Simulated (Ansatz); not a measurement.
```yaml
crystal:
  periodic: [false, false, false]
  atoms:
    - {symbol: F, position_ang: [0.326272, -2.351948, 0.512170]}
    - {symbol: B, position_ang: [-0.038798, -1.148900, 0.150843]}
    - {symbol: Si, position_ang: [0.279119, 0.757133, -0.001390]}
    - {symbol: Se, position_ang: [-1.604707, -0.423637, -0.698233]}
    - {symbol: H, position_ang: [0.025623, 1.725198, 1.392362]}
    - {symbol: H, position_ang: [0.025623, 1.725198, 1.092362]}
basis:
  gaussian: {orbitals: def2-TZVP}
total_charge: -1
magnetization: {spin_polarized: true, initial_magnetization: 1}
hamiltonian: {xc: {name: B97}}
output: {forces: true}
```

```sh
$ ansatz run in.yaml --threads 2 --pin off --events-out ev --progress --plain --max-ram 4352MiB
```

Shortened log:

```
Functional definition: B97
  name "B97"
  cite "Becke, J. Chem. Phys. 107, 8554 (1997) doi:10.1063/1.475007"
  parameter cx = 0.1943
  parameter cx0 = 0.8094
  parameter cx1 = 0.5073
  parameter cx2 = 0.7481
  parameter css0 = 0.1737
  parameter css1 = 2.3487
  parameter css2 = -2.4868
  parameter cos0 = 0.9454
  parameter cos1 = 0.7471
  parameter cos2 = -4.5961
  exchange = spin_sum(e_x_unif_s*poly(b97_u_x, cx0, cx1, cx2)) + cx*exact_x
  correlation = spin_sum(e_c_pw_same_spin*poly(b97_u_same, css0, css1, css2))
      + integral(e_c_pw_opposite_spin*poly(b97_u_opposite, cos0, cos1, cos2))
1083 factors; their error is unknown
mean field evaluation 1: about -76631.6794 eV, gradient 2.2e1 eV
mean field evaluation 2: about -76629.9395 eV, gradient 3.1e1 eV
mean field evaluation 4: about -76634.2189 eV, gradient 2.4e0 eV
mean field evaluation 8: about -76634.2558 eV, gradient 1.3e-1 eV
mean field evaluation 16: about -76634.6039 eV, gradient 2.6e-3 eV
mean field -76634.60393810 eV, -2816.2697499248 hartree, gradient 5.2e-5 eV, S^2 0.753794; 2 other end points of the search recorded, 0 dependent functions left out
the calculation of the forces begins
reference -76634.60396352 eV, -2816.2697508591 hartree; 33, 32 occupied and 126, 127 virtual orbitals, 1083 factors
Total energy: -76634.60396352 eV, -2816.2697508591 hartree
Atom 0 at     0.326272    -2.351948     0.512170 Å, force     0.352159    -2.130418     0.687459 eV/Å
Atom 1 at    -0.038798    -1.148900     0.150843 Å, force     0.972905     2.403066     0.141754 eV/Å
Atom 2 at     0.279119     0.757133    -0.001390 Å, force     2.750472    -3.495448    -4.975743 eV/Å
Atom 3 at    -1.604707    -0.423637    -0.698233 Å, force    -2.650763    -0.296127    -0.920450 eV/Å
Atom 4 at     0.025623     1.725198     1.392362 Å, force    -0.603074     0.858437   116.295780 eV/Å
Atom 5 at     0.025623     1.725198     1.092362 Å, force    -0.821699     2.660489  -111.228801 eV/Å
Dipole moment:    -0.397704    -0.024457     0.303469 e Å
```

In this input one atom was put on top of another. The run converged. The result belongs to that input, not to the molecule as meant.
